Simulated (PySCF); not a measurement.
## Shapes and spin states of Sn₂S

All numbers come from PBE0 in PySCF with S def2-SVP, Sn def2-SVP with ECP28; scalar-relativistic core potentials, no spin–orbit coupling; density-fitted integrals.

Relaxations began from a few typed shapes and spin states; open shells are unrestricted. The search is not exhaustive: other isomers or separated fragments can lie lower, and high-lying points may rest on an excited occupation.

Which is the lowest minimum found?
A. triplet C2v: Sn–Sn 2.867 Å, S–Sn 2.495 Å (×2); Sn–S–Sn 70.1°, S–Sn–Sn 54.9° (×2)
B. singlet (closed shell, unstable to spin polarisation) C2v: S–Sn 2.381 Å (×2); Sn–S–Sn 153.8°
C. triplet D∞h: S–Sn 2.378 Å (×2); Sn–S–Sn 180.0°
D. singlet C2v: Sn–Sn 2.914 Å, S–Sn 2.458 Å (×2); Sn–S–Sn 72.7°, S–Sn–Sn 53.7° (×2)
E. singlet (closed shell, unstable to spin polarisation) D∞h: S–Sn 2.375 Å (×2); Sn–S–Sn 180.0°
F. triplet C2v: Sn–Sn 3.375 Å, S–Sn 2.438 Å (×2); Sn–S–Sn 87.6°, S–Sn–Sn 46.2° (×2)

D. The others lie at 62.0 (triplet C2v), 89.4 (triplet C2v, a saddle point), 114.8 (triplet D∞h), 180.7 (singlet C2v), 181.2 (singlet D∞h, a saddle point) kJ/mol above it.

The electron or spin density has lower symmetry than the nuclear frame for the singlet (closed shell, unstable to spin polarisation) D∞h at 181.2 kJ/mol.
